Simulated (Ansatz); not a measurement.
The cluster Rb₃Br₃⁺, relaxed as a doublet with UKS PBE-D4/def2-SVP in Ansatz, starting from the GFN2-xTB geometry. Force threshold 0.02 eV/Å.

In the def2 sets Rb takes a core potential; there is no spin–orbit coupling. The gap within one spin of the charge 1 doublet nearly closes, so an electron or hole may be smeared out by delocalisation error. The relaxation made no stability test and no search for a lower SCF solution. The structure comes from a short search, and lower isomers may exist.

Start:

```xyz
6

Rb    0.191    2.737    2.361
Rb    1.859   -3.032    0.589
Rb   -2.044    0.303   -2.925
Br   -0.133   -1.918   -1.657
Br    1.425   -0.215    2.036
Br   -1.298    2.124   -0.404
```

| step | energy (eV) | largest force component (eV/Å) | SCF passes |
| --- | --- | --- | --- |
| 1 | -212051.4771 | 0.241 | 70 |
| 2 | -212051.5659 | 0.111 | 28 |
| 3 | -212051.6075 | 0.118 | 27 |
| 4 | -212051.6391 | 0.097 | 23 |
| 5 | -212051.6609 | 0.038 | 24 |
| 6 | -212051.6717 | 0.059 | 22 |
| 7 | -212051.7004 | 0.108 | 29 |
| 8 | -212051.7420 | 0.084 | 30 |
| 9 | -212051.7644 | 0.175 | 123 |
| 10 | -212051.7840 | 0.059 | 46 |
| 11 | -212051.7892 | 0.022 | 34 |
| 12 (rejected) | -212051.7842 | 0.091 | 33 |
| 13 | -212051.7911 | 0.006 | 33 |
| 14 | -212051.7918 | 0.009 | 31 |
| 15 | -212051.7919 | 0.004 | 27 |
| 16 | -212051.7921 | 0.004 | 26 |

Force components are those of the run's own axes.

End:

```xyz
6

Rb    0.182    3.308    2.766
Rb    1.559   -2.807    0.438
Rb   -1.723    0.060   -2.772
Br   -0.154   -2.645   -2.230
Br    1.124    0.318    1.712
Br   -0.988    1.766    0.086
```

By distances, no bond broke or formed. The bond that changes most is Rb3–Br6, from 3.20 to 3.41 Å (atoms count from 1).

The force fell under the threshold at step 13, but the optimiser went on. No frequencies were taken in this run, so the end may be a saddle point.

Run time 94 s (4 threads of Arm Neoverse V2 on a shared host), peak host memory 0.55 GiB.
